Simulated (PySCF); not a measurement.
SMILES [CH2]OC(=O)OC (C3H5O3), doublet, PBE0/def2-SVP optimised geometry.

```
11

C     -1.74     1.39     0.00
O     -0.45     0.94     0.00
C     -0.25    -0.38     0.00
O     -1.11    -1.22     0.00
O      1.05    -0.59     0.00
C      1.45    -1.96     0.00
H     -1.83     2.47     0.00
H     -2.54     0.66     0.00
H      1.07    -2.47    -0.89
H      2.54    -1.96     0.00
H      1.07    -2.47     0.89
```

Density from PySCF 2.14.0 with unrestricted PBE0/def2-TZVP at that geometry.

Minimum of the electron density along straight lines between bonded atoms, close to the bond critical point (lines longer than 1.1 times the sum of covalent radii, or with two minima, are not listed):

| bond | length / Å | ρ at the minimum / e bohr⁻³ | ∇²ρ there / e bohr⁻⁵ | position (fraction from the first atom) |
|---|---|---|---|---|
| C1–O2 | 1.358 | 0.279 | -0.16 | 0.33 |
| O2–C3 | 1.342 | 0.314 | -0.73 | 0.66 |
| C3–O4 | 1.199 | 0.439 | -0.20 | 0.34 |
| C3–O5 | 1.324 | 0.330 | -0.77 | 0.34 |
| O5–C6 | 1.417 | 0.250 | -0.40 | 0.66 |
| C1–H7 | 1.086 | 0.286 | -1.02 | 0.66 |
| C1–H8 | 1.089 | 0.285 | -1.02 | 0.66 |
| C6–H9 | 1.100 | 0.281 | -0.98 | 0.65 |
| C6–H10 | 1.096 | 0.283 | -1.00 | 0.65 |
| C6–H11 | 1.100 | 0.281 | -0.98 | 0.65 |
